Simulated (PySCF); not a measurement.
Two species compared at the same levels of theory.

First species: C₄H₄O₄.
SMILES: `CC1=C(O)OC(=O)O1`

Second species: C₂HClN₂S.
Bonds: Cl1–C2, C2–C3 (aromatic), C3–S4 (aromatic), S4–N5 (aromatic), N5–N6 (aromatic), C2–N6 (aromatic). Hydrogens: H7 on C3.

Levels: B3LYP/def2-SVPD for dipole moment, HOMO energy, LUMO energy, HOMO–LUMO gap, static isotropic polarisability and electronic spatial extent ⟨r²⟩ about the centre of nuclear charge; TDDFT B3LYP/def2-SVPD for lowest singlet excitation; TDA B3LYP/def2-SVPD for lowest triplet excitation (Tamm–Dancoff); GFN2-xTB for rotational constant A and rotational constant C. Geometries: GFN2-xTB. Each structure is a single optimised conformer of the isolated species, non-relativistic unless stated; the electronic structure was computed with PySCF and density fitting.

The conformers computed, where there is a choice (atom-mapped SMILES and torsion angles):
- `[CH3:1][c:2]1[o:3][c:4](=[O:5])[o:6][c:7]1[OH:8]`: H–O8–C7–O6 -1°

```csv
property,column X,column Y
dipole moment,3.37 D,4.22 D
HOMO energy,-7.65 eV,-6.44 eV
LUMO energy,-2.22 eV,-0.47 eV
HOMO–LUMO gap,5.43 eV,5.97 eV
lowest singlet excitation,4.06 eV,5.02 eV
lowest triplet excitation (Tamm–Dancoff),3.36 eV,4.38 eV
static isotropic polarisability,67.3 au,61.0 au
electronic spatial extent ⟨r²⟩ about the centre of nuclear charge,791 bohr²,872 bohr²
rotational constant A,8.154 GHz,3.561 GHz
rotational constant C,1.318 GHz,1.282 GHz
```

(1) Which column belongs to which species?

(2) How does each property change from the first species to the second?

Answers

(1) Column X is the second species and column Y the first. The first has 12 atoms and 60 electrons, the second 7 and 60.

(2) dipole moment -0.85 D; HOMO energy -1.21 eV; LUMO energy -1.75 eV; HOMO–LUMO gap -0.54 eV; lowest singlet excitation -0.96 eV; lowest triplet excitation (Tamm–Dancoff) -1.02 eV; static isotropic polarisability +6.3 au; electronic spatial extent ⟨r²⟩ about the centre of nuclear charge -81 bohr²; rotational constant A +4.593 GHz; rotational constant C +0.036 GHz.

On the first: The principal polarisabilities are 40.6, 67.4 and 75.0 au; their mean is the isotropic value. In wavenumbers S1 is 40500 cm⁻¹ (1 eV = 8065.54 cm⁻¹).

On the second: The polarisability is 9.97 Å³ as a volume (1 au = 0.148185 Å³), or 1.12 au for each of the 60 electrons. No computed singlet falls in the visible range (750 to 380 nm, 1.65 to 3.26 eV); S1 lies 0.80 eV above its blue end.
